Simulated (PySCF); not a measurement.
I4Se, SMILES I[Se+](I)(I)I, charge +1, multiplicity 2.

The structure is a stationary point at PBE0-D3(BJ)/def2-SVP. The def2 effective core potentials stand for the cores of I; spin–orbit coupling is left out.

All values below come from PySCF with PBE/def2-TZVP.

The total energy is -3591.73883 hartree, the point group comes out as Td and the α spin, highest occupied and lowest empty level is -10.69 and -8.67 eV. The β spin, highest occupied and lowest empty level is -10.99 and -10.34 eV and the dipole moment about the centre of nuclear charge is 0.00 D. The mean static polarisability is 189.3 bohr³ (28.05 Å³), the polarisability, principal values is 189.3, 189.3, 189.3 bohr³ and the ⟨S²⟩ is 0.755 (pure state 0.75).
